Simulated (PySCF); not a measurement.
## S: excitation energy

S [Ne] 3s2 3p4 (3P) → S [Ne] 3s1 3p5 (3P), as a difference of total energies. Computed with PySCF 2.14 in dyall-av3z, with no relativity, point nucleus. Correlated levels: valence: [Ne] frozen; virtual orbitals above 40 to 60 times the deepest correlated orbital energy dropped. The calculations carry no spin-orbit coupling.

Question: Order these methods by the excitation energy they give, lowest first.
A. PBE0
B. UHF
C. BHandHLYP
D. LDA

Answer: D (9.903 eV), A (10.363 eV), C (10.789 eV), B (11.464 eV).

Errors of the correlated levels include the incompleteness of this basis and the frozen core.

For comparison: 8.928 eV (measured; NIST levels, between the centres of gravity of the two terms).
